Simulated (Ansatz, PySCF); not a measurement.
This Ansatz (a program for electronic structure) input computes a CAM-B3LYP/def2-TZVPD energy:

Ansatz 0.2 input:
```yaml
crystal:
  periodic: [false, false, false]
  atoms:
    - {symbol: C, position_ang: [-1.75786059, -0.12937780, 0.05453946]}
    - {symbol: Te, position_ang: [0.32399535, 0.01829104, -0.00811740]}
    - {symbol: H, position_ang: [-2.14767649, -0.83792228, -0.67194852]}
    - {symbol: H, position_ang: [-2.13830036, -0.23195878, 1.06771231]}
    - {symbol: H, position_ang: [-2.01461791, 0.89501381, -0.30089565]}
basis:
  gaussian:
    orbitals: def2-TZVPD
hamiltonian:
  xc: {name: CAM-B3LYP}
total_charge: 1
output: {forces: true}
```

Question: Write an input for the same energy in PySCF and say what it gives.

Answer: 
```python
from pyscf import gto, scf, dft

mol = gto.M(
    atom='''
    C    -1.75786059   -0.12937780    0.05453946
    Te    0.32399535    0.01829104   -0.00811740
    H    -2.14767649   -0.83792228   -0.67194852
    H    -2.13830036   -0.23195878    1.06771231
    H    -2.01461791    0.89501381   -0.30089565
    ''',
    basis='def2-tzvpd',
    ecp='def2-tzvp',
    charge=1,
    spin=0,
    verbose=4,
)

mf = dft.RKS(mol, xc='camb3lyp').density_fit(auxbasis='def2-universal-jkfit')
mf.grids.level = 3
mf.conv_tol = 1e-9
mf.max_cycle = 100
mf.max_memory = 1500
mf.kernel()
if not mf.converged:
    mf = mf.newton()
    mf.kernel(mf.make_rdm1())
mf.analyze()
```
It gives -307.54717 Eh, and Ansatz -307.54710 Eh, a difference of 0.07 mEh, from the treatment of integrals and grids.
